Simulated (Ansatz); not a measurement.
Ansatz (an electronic-structure program) input for hydrogen (H2), SMILES [H][H], PBE-D3(BJ)/def2-TZVPD. 

Ansatz 0.2 input:
```yaml
crystal:
  periodic: [false, false, false]
  atoms:
    - {symbol: H, position_ang: [0.00000000, 0.00000000, -0.37312407]}
    - {symbol: H, position_ang: [0.00000000, 0.00000000, 0.37312407]}
basis:
  gaussian:
    orbitals: def2-TZVPD
hamiltonian:
  xc: pbe
  dispersion: d3bj
relax: {f_tol: 0.002, max_steps: 200}
```

Log of the run:

```
WARN ansatz: RAYON_NUM_THREADS=1 ignored (pool sized by the plan → 1); use --threads N
Functional definition: PBE
integrals: 0.00 GiB planned
102 factors; their error is unknown
mean field: 0.04 GiB planned
mean field evaluation 1: about -31.4139 eV, gradient 9.0e0 eV
mean field evaluation 2: about -31.6940 eV, gradient 3.0e0 eV
mean field evaluation 4: about -31.7323 eV, gradient 4.5e-2 eV
mean field evaluation 8: about -31.7259 eV, gradient 5.9e-4 eV
mean field -31.72590314 eV, -1.1659054358 hartree, gradient 1.9e-6 eV, S^2 0.000000; 0 other end points of the search recorded, 0 dependent functions left out
the calculation of the forces begins
reference -31.72592308 eV, -1.1659061685 hartree; 1, 1 occupied and 17, 17 virtual orbitals, 102 factors
relax step   1: F+E_penalty+E_count = -31.72840218 eV  Δ(F+E_penalty+E_count) = +0.000e0 eV  max|allowed force component| = 1.924e-1 eV/Å  Δτ_max = 0.0000 Å  (17 SCF iters, accepted)
these checks for a lower state are left out or cut short: starts, cluster_reference, orbital_swaps, neighbouring_geometries, increment
integrals: 0.00 GiB planned
102 factors; their error is unknown
mean field: 0.04 GiB planned
mean field evaluation 16: about -31.7264 eV, gradient 1.3e-6 eV
mean field -31.72641752 eV, -1.1659243391 hartree, gradient 1.3e-6 eV, S^2 0.000000; 0 other end points of the search recorded, 0 dependent functions left out
the calculation of the forces begins
reference -31.72643749 eV, -1.1659250728 hartree; 1, 1 occupied and 17, 17 virtual orbitals, 102 factors
relax step   2: F+E_penalty+E_count = -31.72892453 eV  Δ(F+E_penalty+E_count) = -5.223e-4 eV  max|allowed force component| = 9.852e-3 eV/Å  Δτ_max = 0.0026 Å  (16 SCF iters, accepted)
these checks for a lower state are left out or cut short: starts, cluster_reference, orbital_swaps, neighbouring_geometries, increment
integrals: 0.00 GiB planned
102 factors; their error is unknown
mean field: 0.04 GiB planned
mean field -31.72641845 eV, -1.1659243732 hartree, gradient 1.1e-5 eV, S^2 0.000000; 0 other end points of the search recorded, 0 dependent functions left out
the calculation of the forces begins
reference -31.72643842 eV, -1.1659251070 hartree; 1, 1 occupied and 17, 17 virtual orbitals, 102 factors
relax step   3: F+E_penalty+E_count = -31.72892593 eV  Δ(F+E_penalty+E_count) = -1.405e-6 eV  max|allowed force component| = 3.951e-5 eV/Å  Δτ_max = 0.0001 Å  (11 SCF iters, accepted)
integrals: 0.00 GiB planned
102 factors; their error is unknown
mean field: 0.04 GiB planned
mean field evaluation 32: about -31.7264 eV, gradient 1.1e-4 eV
mean field -31.72641845 eV, -1.1659243732 hartree, gradient 3.1e-5 eV, S^2 0.000000; 1 other end points of the search recorded, 0 dependent functions left out
the calculation of the forces begins
reference -31.72643842 eV, -1.1659251070 hartree; 1, 1 occupied and 17, 17 virtual orbitals, 102 factors
Total energy: -31.72894590 eV, -1.1660172551 hartree
Atom 0 at    -0.000000    -0.000000    -0.375861 Å, force     0.000000    -0.000000    -0.000041 eV/Å
Atom 1 at     0.000000     0.000000     0.375861 Å, force     0.000000    -0.000000     0.000041 eV/Å
Dipole moment:    -0.000000    -0.000000     0.000000 e Å
```

The run converged.

Cost: very roughly 0.5 core-seconds.
